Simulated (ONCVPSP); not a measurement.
LDA (Perdew-Zunger) ONCV dataset for ruthenium (Ru), fully relativistic all-electron reference.

ONCVPSP 4.0.1 was run on this input:

```
# ATOM AND REFERENCE CONFIGURATION
# atsym  z   nc   nv     iexc    psfile
  Ru 44.00    6    3        3      upf
#
#   n    l    f
    1    0    2.00
    2    0    2.00
    2    1    6.00
    3    0    2.00
    3    1    6.00
    3    2   10.00
    4    0    2.00
    4    1    6.00
    4    2    5.00
#
# PSEUDOPOTENTIAL AND OPTIMIZATION
# lmax
    2
#
#   l,   rc,      ep,       ncon, nbas, qcut
    0    1.65    0.00    5    9    7.90
    1    1.20    0.00    3    6    5.60
    2    1.20    0.00    4    9    7.90
#
# LOCAL POTENTIAL
# lloc, lpopt,  rc(5),   dvloc0
    2    5    1.20    0.00
#
# VANDERBILT-KLEINMAN-BYLANDER PROJECTORs
# l, nproj, debl
    0    2    1.50
    1    2    1.40
    2    0    2.80
#
# MODEL CORE CHARGE
# icmod, fcfact, rcfact
    3    3.00    1.55
#
# LOG DERIVATIVE ANALYSIS
# epsh1, epsh2, depsh
   -6.00    5.00    0.04
#
# OUTPUT GRID
# rlmax, drl
    6.00    0.01
#
# TEST CONFIGURATIONS
# ncnf
    4
# nvcnf
#   n    l    f
    4
    4    0    2.00
    4    1    6.00
    4    2    7.00
    5    0    1.00
#
    3
    4    0    2.00
    4    1    6.00
    4    2    7.00
#
    3
    4    0    2.00
    4    1    6.00
    4    2    6.00
#
    3
    4    0    2.00
    4    1    6.00
    4    2    8.00
#
```

Command:

```bash
oncvpspr.x < Ru.dat > Ru.out
```

The program printed (shortened: citation, most of the input echo, consistency checks and plot data are left out):

```
ONCVPSP  (Optimized Norm-Conservinng Vanderbilt PSeudopotential)
relativistic version 4.0.1

#   n    l    f        energy (Ha)
    1    0    2.00    -8.0601226D+02
    2    0    2.00    -1.1701882D+02
    2    1    6.00    -1.0349348D+02    -1.0829696D+02
    3    0    2.00    -2.1664251D+01
    3    1    6.00    -1.7462305D+01    -1.8278130D+01
    3    2   10.00    -1.1286743D+01    -1.1445909D+01
    4    0    2.00    -4.0819799D+00
    4    1    6.00    -2.9283663D+00    -3.0587295D+00
    4    2    5.00    -1.3740685D+00    -1.3894665D+00

Reference configufation results
  iterations    24
  all-electron total energy (Ha)   -4.52497200D+03

Begin loop to  construct optimized pseudo wave functions
and semi-local pseudopoentials for all angular momenta

WARNING wellstate: moderately localized bound state found for n= 5 l=  0
WARNING scattering state with energy  0.05000000
WARNING will be used for the first projector

   Wellstate for l =  0  n =  7 kap= -1
     eigenvalue =   0.0500
     asymptotic potential =   0.5500
     half-point radius =  6.5737

Calculating optimized projector #   1

 for l=   0

    Fraction of norm inside rc  0.952481
    Optimizing pswf for qcut=   7.89 a_B^-1,  ecut=  31.14 Ha
    Residual kinetic energy error=  1.70D-05 Ha

    Energy error per electron        Cutoff
         Ha          eV             Ha
         0.01000     0.27211       19.00
         0.00100     0.02721       24.13
         0.00010     0.00272       28.00
         0.00001     0.00027       39.87

Calculating optimized projector #   2

 for l=   0

    Fraction of norm inside rc  0.033824
    Optimizing pswf for qcut=   7.89 a_B^-1,  ecut=  31.14 Ha
    Residual kinetic energy error=  7.03D-06 Ha

    Energy error per electron        Cutoff
         Ha          eV             Ha
         0.01000     0.27211       13.24
         0.00100     0.02721       20.98
         0.00010     0.00272       26.13
         0.00001     0.00027       30.59

WARNING wellstate: negative energy specified for n= 5 l=  1
WARNING scattering state with energy  0.25000000
WARNING will be used for the first projector

   Wellstate for l =  1  n =  6 kap= -2
     eigenvalue =   0.2500
     asymptotic potential =   0.7500
     half-point radius =  2.8814

Calculating optimized projector #   1

 for l=   1

    Fraction of norm inside rc  0.624289
    Optimizing pswf for qcut=   5.61 a_B^-1,  ecut=  15.73 Ha
    Residual kinetic energy error=  5.02D-03 Ha

    Energy error per electron        Cutoff
         Ha          eV             Ha
         0.01000     0.27211       11.33
         0.00100     0.02721       67.53
         0.00010     0.00272      112.78

Calculating optimized projector #   2

 for l=   1

    Fraction of norm inside rc  0.027052
    Optimizing pswf for qcut=   5.61 a_B^-1,  ecut=  15.73 Ha
    Residual kinetic energy error=  7.95D-04 Ha

    Energy error per electron        Cutoff
         Ha          eV             Ha
         0.01000     0.27211        9.00
         0.00100     0.02721       13.42
         0.00010     0.00272       44.03
         0.00001     0.00027       89.24

   Wellstate for l =  1  n =  6 kap=  1
     eigenvalue =  -1.6587

Calculating optimized projector #   1

 for l=   1

    Fraction of norm inside rc  0.653793
    Optimizing pswf for qcut=   5.61 a_B^-1,  ecut=  15.73 Ha
    Residual kinetic energy error=  3.67D-03 Ha

    Energy error per electron        Cutoff
         Ha          eV             Ha
         0.01000     0.27211       11.65
         0.00100     0.02721       65.07
         0.00010     0.00272      110.50

Calculating optimized projector #   2

 for l=   1

    Fraction of norm inside rc  0.026724
    Optimizing pswf for qcut=   5.61 a_B^-1,  ecut=  15.73 Ha
    Residual kinetic energy error=  6.33D-04 Ha

    Energy error per electron        Cutoff
         Ha          eV             Ha
         0.01000     0.27211        9.52
         0.00100     0.02721       13.68
         0.00010     0.00272       43.17
         0.00001     0.00027       83.95

Calculating optimized projector #   1

 for l=   2

    Fraction of norm inside rc  0.376010
    Optimizing pswf for qcut=   7.91 a_B^-1,  ecut=  31.27 Ha
    Residual kinetic energy error=  2.32D-04 Ha

    Energy error per electron        Cutoff
         Ha          eV             Ha
         0.01000     0.27211       20.55
         0.00100     0.02721       27.11
         0.00010     0.00272       37.53
         0.00001     0.00027      193.33

Calculating optimized projector #   1

 for l=   2

    Fraction of norm inside rc  0.384385
    Optimizing pswf for qcut=   7.91 a_B^-1,  ecut=  31.27 Ha
    Residual kinetic energy error=  2.60D-04 Ha

    Energy error per electron        Cutoff
         Ha          eV             Ha
         0.01000     0.27211       20.87
         0.00100     0.02721       27.43
         0.00010     0.00272       44.20
         0.00001     0.00027      194.42

Construct Vanderbilt / Kleinmman-Bylander projectors

B matrix Hermiticity error, ll=  0  kap= -1
   1   2    3.1176D-04

  Orthonormal projector coefficients  1.1463E+01  1.5272E+00

B matrix Hermiticity error, ll=  1  kap= -2
   1   2   -2.9110D-04

  Orthonormal projector coefficients  8.9409E+00  3.2433E+00

B matrix Hermiticity error, ll=  1  kap=  1
   1   2   -3.1143D-04

  Orthonormal projector coefficients  1.0587E+01  3.2040E+00

 Orthonormal scalar projector coefficients, l =  1
  9.4476E+00  3.2588E+00  1.1978E-02  1.3890E-03

 Orthonormal spin-orbit projector coefficients, l =  1
 -1.5086E+00  3.6423E-01  1.0793E-01 -3.4550E-02

 Orthonormal scalar projector coefficients, l =  2

 Orthonormal spin-orbit projector coefficients, l =  2

Model core correction analysis
  based on d2Exc/dn_idn_j

d2excae - all-electron derivatives

   -2.523504D-02   -2.293361D-02   -1.597230D-02
   -2.293367D-02   -2.172457D-02   -1.664308D-02
   -1.597263D-02   -1.664352D-02   -1.695277D-02

d2excps - pseudofunction derivatives with no core correction

   -4.054486D-02   -3.564942D-02   -2.390925D-02
   -3.564989D-02   -3.298323D-02   -2.458073D-02
   -2.391000D-02   -2.458133D-02   -2.433822D-02

rms 2nd derivative error    1.049391E-02

rmatch, rhocmatch    0.6893   16.3900

Teter function model core charge with specified parameters

d2excps - pseudofunction derivatives with core correction

   -3.109805D-02   -2.863021D-02   -2.057862D-02
   -2.863026D-02   -2.756384D-02   -2.187157D-02
   -2.057900D-02   -2.187200D-02   -2.284708D-02

rms 2nd derivative error    5.428607E-03

Pseudoatom total energy  -93.277723

Diagnostic tests using Vanderbilt-Kleinman-Bylander pseudopotentials
  relativistic with J = L +/- 1/2 projectors

   l  kap   rcore       rmatch      e in        delta e    norm test   slope test

   0  -1   1.6508401   1.7009632  -4.0819799   0.0000043   1.0001547   1.0001452
   0  -1   1.6508401   1.7009632   0.0500000   0.0000434   1.0002510   1.0002510

   1  -2   1.2022978   1.2388021  -2.9283663   0.0001230   1.0001496   1.0003470
   1   1   1.2022978   1.2388021  -3.0587295   0.0001524   1.0001521   1.0002728
   1  -2   1.2022978   1.2388021   0.2500000   0.0000653   1.0005632   1.0005632
   1   1   1.2022978   1.2388021   0.2402641   0.0000407   1.0006017   1.0006017

   2  -3   1.2022978   1.2388021  -1.3740685  -0.0060885   0.9988370   0.9387143
   2   2   1.2022978   1.2388021  -1.3894665   0.0093095   1.0017169   1.0925170

Diagnostic tests using Vanderbilt-Kleinman-Bylander pseudopotentials
  relativistic with scalar and spin-orbit non-local projectors

   l  kap   rcore       rmatch      e in        delta e    norm test   slope test

   0  -1   1.6508401   1.7009632  -4.0819799   0.0000043   1.0001547   1.0001452
   0  -1   1.6508401   1.7009632   0.0500000   0.0000434   1.0002510   1.0002510

   1  -2   1.2022978   1.2388021  -2.9283663  -0.0002117   1.0001537   1.0000660
   1   1   1.2022978   1.2388021  -3.0587295  -0.0001931   1.0001588   1.0000278
   1  -2   1.2022978   1.2388021   0.2500000  -0.0003213   1.0005253   1.0005253
   1   1   1.2022978   1.2388021   0.2402641  -0.0003107   1.0005595   1.0005595

   2  -3   1.2022978   1.2388021  -1.3740685  -0.0060885   0.9988370   0.9387143
   2   2   1.2022978   1.2388021  -1.3894665   0.0093095   1.0017169   1.0925170

Ghost test for J = L + 1/2

 Testing for bound ghosts
   n   l    E NL Schr. Eq   E Basis Diag.   E Cutoff

   1   0       -4.081976       -4.081925    128.77

   2   1       -2.928243       -2.927647    106.76

 Testing for highly-localized positive-energy ghosts
       l    <radius>/rc     E Basis Diag.   E Cutoff

       0        0.830489       10.723621    128.77  WARNING - GHOST(+)

Ghost test for J = L - 1/2

 Testing for bound ghosts
   n   l    E NL Schr. Eq   E Basis Diag.   E Cutoff

   1   0       -4.081976       -4.081925    128.77

   2   1       -3.058577       -3.058109    106.76

 Testing for highly-localized positive-energy ghosts
       l    <radius>/rc     E Basis Diag.   E Cutoff

       0        0.830489       10.723621    128.77  WARNING - GHOST(+)

Test configuration 0

   n   l kap    f        eae           eps        diff
   1   0  -1  2.0000 -806.01225971
   2   0  -1  2.0000 -117.01881762
   2   1  -2  4.0000 -103.49348214
   2   1   1  2.0000 -108.29695639
   3   0  -1  2.0000  -21.66425148
   3   1  -2  4.0000  -17.46230541
   3   1   1  2.0000  -18.27812972
   3   2  -3  6.0000  -11.28674318
   3   2   2  4.0000  -11.44590912
   4   0  -1  2.0000   -4.08197986   -4.08197552    4.35E-06
   4   1  -2  4.0000   -2.92836629   -2.92824324    1.23E-04
   4   1   1  2.0000   -3.05872952   -3.05857710    1.52E-04
   4   2  -3  3.0000   -1.37406854   -1.38015702   -6.09E-03
   4   2   2  2.0000   -1.38946652   -1.38015701    9.31E-03

    Total energies and differences
      AE_ref= -4.52497200E+03  AE_tst= -4.52497200E+03  dif=  0.00E+00
      PS_ref= -9.32777231E+01  PS_tst= -9.32777231E+01  dif= -2.84E-14
      PSP excitation error=  2.84E-14

Test configuration 1

   n   l kap    f        eae           eps        diff
   1   0  -1  2.0000 -804.70478840
   2   0  -1  2.0000 -115.70487848
   2   1  -2  4.0000 -102.18001937
   2   1   1  2.0000 -106.98362923
   3   0  -1  2.0000  -20.35756524
   3   1  -2  4.0000  -16.15575825
   3   1   1  2.0000  -16.97129192
   3   2  -3  6.0000   -9.97905072
   3   2   2  4.0000  -10.13811143
   4   0  -1  2.0000   -2.80768064   -2.80777408   -9.34E-05
   4   1  -2  4.0000   -1.66951178   -1.66949702    1.48E-05
   4   1   1  2.0000   -1.79580191   -1.79581348   -1.16E-05
   4   2  -3  4.2000   -0.19386275   -0.19858927   -4.73E-03
   4   2   2  2.8000   -0.20577927   -0.19858927    7.19E-03
   5   0  -1  1.0000   -0.16605174   -0.16601420    3.75E-05

    Total energies and differences
      AE_ref= -4.52497200E+03  AE_tst= -4.52706294E+03  dif= -2.09E+00
      PS_ref= -9.32777231E+01  PS_tst= -9.53686808E+01  dif= -2.09E+00
      PSP excitation error=  1.98E-05

Test configuration 2

   n   l kap    f        eae           eps        diff
   1   0  -1  2.0000 -804.97883882
   2   0  -1  2.0000 -115.97466902
   2   1  -2  4.0000 -102.45006100
   2   1   1  2.0000 -107.25376469
   3   0  -1  2.0000  -20.62865926
   3   1  -2  4.0000  -16.42684891
   3   1   1  2.0000  -17.24235230
   3   2  -3  6.0000  -10.24977590
   3   2   2  4.0000  -10.40882093
   4   0  -1  2.0000   -3.08202761   -3.08252606   -4.98E-04
   4   1  -2  4.0000   -1.94506122   -1.94525632   -1.95E-04
   4   1   1  2.0000   -2.07104901   -2.07131981   -2.71E-04
   4   2  -3  4.2000   -0.46561049   -0.47052586   -4.92E-03
   4   2   2  2.8000   -0.47791716   -0.47052586    7.39E-03

    Total energies and differences
      AE_ref= -4.52497200E+03  AE_tst= -4.52678311E+03  dif= -1.81E+00
      PS_ref= -9.32777231E+01  PS_tst= -9.50888671E+01  dif= -1.81E+00
      PSP excitation error=  3.52E-05

Test configuration 3

   n   l kap    f        eae           eps        diff
   1   0  -1  2.0000 -805.45498499
   2   0  -1  2.0000 -116.45511938
   2   1  -2  4.0000 -102.93018718
   2   1   1  2.0000 -107.73379104
   3   0  -1  2.0000  -21.10673188
   3   1  -2  4.0000  -16.90488412
   3   1   1  2.0000  -17.72047359
   3   2  -3  6.0000  -10.72831077
   3   2   2  4.0000  -10.88738971
   4   0  -1  2.0000   -3.54841492   -3.54870936   -2.94E-04
   4   1  -2  4.0000   -2.40480372   -2.40491399   -1.10E-04
   4   1   1  2.0000   -2.53253540   -2.53267737   -1.42E-04
   4   2  -3  3.6000   -0.89018534   -0.89575921   -5.57E-03
   4   2   2  2.4000   -0.90400673   -0.89575920    8.25E-03

    Total energies and differences
      AE_ref= -4.52497200E+03  AE_tst= -4.52610556E+03  dif= -1.13E+00
      PS_ref= -9.32777231E+01  PS_tst= -9.44112900E+01  dif= -1.13E+00
      PSP excitation error=  7.61E-06

Test configuration 4

psatom_r: WARNING lschvkbb convergence error n,l,kap,iter=   3   2  -3

2
ea(ii),et,emin,emax -1.900213E-01 -1.710192E-01 -1.710192E-01 -1.710192E-01
run_config_r: WARNING for fully non-local PS atom,
 WARNING no output for configuration 5
```

The run took about 4.2 s on one core of a shared server CPU.
